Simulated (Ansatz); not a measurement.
Molecule: CuH, charge -1, multiplicity 2. The spin state was set by rule; other spins were not relaxed. 
Structure (B3LYP-D3(BJ)/def2-TZVP (Ansatz, a program for electronic structure) minimum search):
```
Cu
H 1 1.6065
```
Charge -1, spin multiplicity 2.

Basis-set convergence of Hartree-Fock and MP2 correlation energies (hartree) with Ansatz. Cores are frozen in the correlated levels unless marked. Open shells are spin-unrestricted. Spin-orbit coupling is left out. The frozen core is the preceding noble-gas configuration, with the filled d and f shells of earlier blocks. Non-relativistic.

```json
[
 {"basis": "def2-SVPD", "functions": "42", "E(HF)": "-1639.24076", "E(corr, MP2)": "-0.32899"},
 {"basis": "def2-TZVPPD", "functions": "84", "E(HF)": "-1639.47362", "E(corr, MP2)": "-0.53245"},
 {"basis": "def2-QZVPPD", "functions": "133", "E(HF)": "-1639.51584", "E(corr, MP2)": "-0.56176"}
]
```

Extrapolating the two largest sets (X = 3 and 4) as X^-3: E(corr) = (64·(-0.56176) - 27·(-0.53245))/37 = -0.5831 Eh, an estimate of the basis-set limit. The largest set recovers 96.3 % of it, the smallest 56.4 %.
